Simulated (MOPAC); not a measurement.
MOPAC input (PM3):

```
PM3 FORCE THERMO(298,298) PRECISE LET GEO-OK AUX(PRECISION=9) THREADS=1
CH8O2Si2

Si    1.87957207 1   -0.94082934 1    0.48742712 1
O     0.38272690 1   -0.33056298 1    1.03827796 1
C     0.01923269 1    0.95744203 1    0.70514661 1
O    -0.37363347 1    0.90824849 1   -0.61592540 1
Si   -1.89317783 1    0.23406336 1   -1.00698934 1
H     1.84109747 1   -1.43593361 1   -0.92817646 1
H     2.98742885 1    0.06728160 1    0.59801726 1
H     2.20170502 1   -2.10455381 1    1.37828677 1
H    -0.78753690 1    1.23028951 1    1.41200034 1
H     0.84790467 1    1.69025174 1    0.74098649 1
H    -2.22796929 1    0.74481260 1   -2.37764992 1
H    -1.89000934 1   -1.26528837 1   -1.05761767 1
H    -2.97485173 1    0.66544223 1   -0.05842416 1
```

Output:

```
 *******************************************************************************
 **                                                                           **
 **                              MOPAC v23.2.5                                **
 **                                                                           **
 *******************************************************************************
 ** MOPAC's Digital Object Identifier: https://doi.org/10.5281/zenodo.6511958 **
 **                                                                           **
 ** Please cite the open-source release paper for use of this MOPAC version:  **
 ** J. E. Moussa and J. J. P. Stewart (2026)                                  **
 ** MOPAC: An open-source semiempirical molecular orbital program             **
 ** J. Open Source Softw., 11(119), 8025, https://doi.org/10.21105/joss.08025 **
 *******************************************************************************

                              PM3 CALCULATION RESULTS

 *******************************************************************************
 *  PM3        - The PM3 Hamiltonian to be used
 *  GEO-OK     - OVERRIDE INTERATOMIC DISTANCE AND OTHER SAFETY CHECKS
 *  LET        - OVERRIDE SOME SAFETY CHECKS
 *  PRECISE    - TIGHTER CRITERIA TO BE USED
 *  FORCE      - FORCE CALCULATION SPECIFIED
 *  AUX        - OUTPUT AUXILIARY INFORMATION
 *  THERMO     - THERMODYNAMIC QUANTITIES TO BE CALCULATED
 *******************************************************************************
PM3 FORCE THERMO(298,298) PRECISE LET GEO-OK AUX(PRECISION=9) THREADS=1
 CH8O2Si2

   ATOM   CHEMICAL          X               Y               Z
  NUMBER   SYMBOL      (ANGSTROMS)     (ANGSTROMS)     (ANGSTROMS)

     1      Si          1.87957207  *  -0.94082934  *   0.48742712  *
     2       O          0.38272690  *  -0.33056298  *   1.03827796  *
     3       C          0.01923269  *   0.95744203  *   0.70514661  *
     4       O         -0.37363347  *   0.90824849  *  -0.61592540  *
     5      Si         -1.89317783  *   0.23406336  *  -1.00698934  *
     6       H          1.84109747  *  -1.43593361  *  -0.92817646  *
     7       H          2.98742885  *   0.06728160  *   0.59801726  *
     8       H          2.20170502  *  -2.10455381  *   1.37828677  *
     9       H         -0.78753690  *   1.23028951  *   1.41200034  *
    10       H          0.84790467  *   1.69025174  *   0.74098649  *
    11       H         -2.22796929  *   0.74481260  *  -2.37764992  *
    12       H         -1.89000934  *  -1.26528837  *  -1.05761767  *
    13       H         -2.97485173  *   0.66544223  *  -0.05842416  *

          CARTESIAN COORDINATES

    NO.       ATOM           X           Y           Z

     1        Si          1.8796     -0.9408      0.4874
     2         O          0.3827     -0.3306      1.0383
     3         C          0.0192      0.9574      0.7051
     4         O         -0.3736      0.9082     -0.6159
     5        Si         -1.8932      0.2341     -1.0070
     6         H          1.8411     -1.4359     -0.9282
     7         H          2.9874      0.0673      0.5980
     8         H          2.2017     -2.1046      1.3783
     9         H         -0.7875      1.2303      1.4120
    10         H          0.8479      1.6903      0.7410
    11         H         -2.2280      0.7448     -2.3776
    12         H         -1.8900     -1.2653     -1.0576
[...]
 TRANSITION DIPOLE   0.0516         Si 5 -- H 13         +27.1% ( 52.6%)     98.6%
 TRAVEL (Ang.)       0.3854         Si 1 -- H  8         +19.6% ( 44.8%)     98.7%
 REDUCED MASS        0.2339         Si 5 -- H 11         +19.3% ( 44.4%)     98.7%
 EFFECTIVE MASS      1.3762
 FORCE CONSTANT      0.5190

 VIBRATION         30   15B           ATOM PAIR      ENERGY CONTRIBUTION    RADIAL
 FREQUENCY          1960.15         Si 5 -- H 11         +29.4% ( 53.5%)     98.9%
 TRANSITION DIPOLE   0.3541         Si 1 -- H  8         +29.3% ( 53.5%)     99.0%
 TRAVEL (Ang.)       0.4029         Si 5 -- H 13         +11.9% ( 34.1%)     95.6%
 REDUCED MASS        0.2119         Si 1 -- H  7         +11.9% ( 34.1%)     95.5%
 EFFECTIVE MASS      1.1444
 FORCE CONSTANT      0.4796

 VIBRATION         31   16A           ATOM PAIR      ENERGY CONTRIBUTION    RADIAL
 FREQUENCY          1960.75         Si 1 -- H  8         +29.1% ( 53.2%)     98.9%
 TRANSITION DIPOLE   0.1278         Si 5 -- H 11         +29.0% ( 53.1%)     98.9%
 TRAVEL (Ang.)       0.4049         Si 1 -- H  7         +12.3% ( 34.6%)     95.5%
 REDUCED MASS        0.2097         Si 5 -- H 13         +12.3% ( 34.6%)     95.7%
 EFFECTIVE MASS      1.1465
 FORCE CONSTANT      0.4751

 VIBRATION         32   16B           ATOM PAIR      ENERGY CONTRIBUTION    RADIAL
 FREQUENCY          2907.47         C  3 -- H 10         +47.2% ( 72.2%)     96.5%
 TRANSITION DIPOLE   0.1736         C  3 -- H  9         +47.2% ( 72.1%)     96.5%
 TRAVEL (Ang.)       0.2084         C  3 -- O  4          +1.4% ( 12.4%)      1.4%
 REDUCED MASS        0.5339         O  2 -- C  3          +1.4% ( 12.4%)      1.4%
 EFFECTIVE MASS      1.6144
 FORCE CONSTANT      2.6592

 VIBRATION         33   17A           ATOM PAIR      ENERGY CONTRIBUTION    RADIAL
 FREQUENCY          2911.26         C  3 -- H  9         +48.6% ( 69.9%)     96.8%
 TRANSITION DIPOLE   0.1745         C  3 -- H 10         +48.6% ( 69.9%)     96.9%
 TRAVEL (Ang.)       0.2188         C  3 -- O  4          +0.7% (  8.5%)     36.7%
 REDUCED MASS        0.4839         O  2 -- C  3          +0.7% (  8.5%)     37.4%
 EFFECTIVE MASS      1.2756
 FORCE CONSTANT      2.4166

      SYMMETRY NUMBER FOR POINT-GROUP C2  =  2

          SYSTEM IS A GROUND STATE

 CH8O2Si2

          MOLECULE IS NOT LINEAR

          THERE ARE 33 GENUINE VIBRATIONS IN THIS SYSTEM
          THIS THERMODYNAMICS CALCULATION IS LIMITED TO
          MOLECULES WHICH HAVE NO INTERNAL ROTATIONS

                    CALCULATED THERMODYNAMIC PROPERTIES
                                          *
   TEMP. (K)   PARTITION FUNCTION   H.O.F.    ENTHALPY  HEAT CAPACITY ENTROPY
                                   KCAL/MOL   CAL/MOLE    CAL/K/MOL  CAL/K/MOL

 298.00  VIB.     0.7330D+03                  3516.3652    22.3982    24.9097
         ROT.     0.1110D+06                   888.2803     2.9808    26.0668
         INT.     0.8136D+08                  4404.6455    25.3791    50.9765
         TRA.     0.1089D+28                  1480.4672     4.9680    39.9519
         TOT.                     -121.263    5885.1127    30.3471    90.9284

   *: NOTE: HEATS OF FORMATION ARE RELATIVE TO THE
            ELEMENTS IN THEIR STANDARD STATE AT 298K
              (=  Standard Enthalpy of Formation).

            Hvib:  Zero-point energy is not included.
                   frequencies of less than zero cm-1 are not included.
            Hrot = (3/2)RT
            Htra = (3/2)RT + pV = (5/2)RT

            Heat capacity is Cp, not Cv

          For more information, see: HTTP://OpenMOPAC.net/Manual/thermochemistry.html

           FORCE CONSTANT IN CARTESIAN COORDINATES (Millidynes/A)

    ATOM   CHEMICAL       X               Y               Z
   NUMBER   SYMBOL  FORCE CONSTANT  FORCE CONSTANT  FORCE CONSTANT

      1      Si        6.630282        3.715505        3.359337
      2       O        7.008530        5.680399        0.779054
      3       C        8.757200        9.020190        9.081036
      4       O        2.488124        2.534634        8.445224
      5      Si        4.376329        3.970107        5.358688
      6       H        0.623640        0.293794        1.808939
      7       H        0.614013        1.153530        0.982267
      8       H        0.487047        1.830524        0.458096
      9       H        4.196382        0.820335        0.938512
     10       H        1.368658        2.576644        2.009927
     11       H        0.277417        1.122132        1.376118
     12       H        0.524664        1.652773        0.548936
     13       H        1.960679        0.325150        0.463982

 **********************
 *                    *
 * JOB ENDED NORMALLY *
 *                    *
 **********************

 == MOPAC DONE ==
```
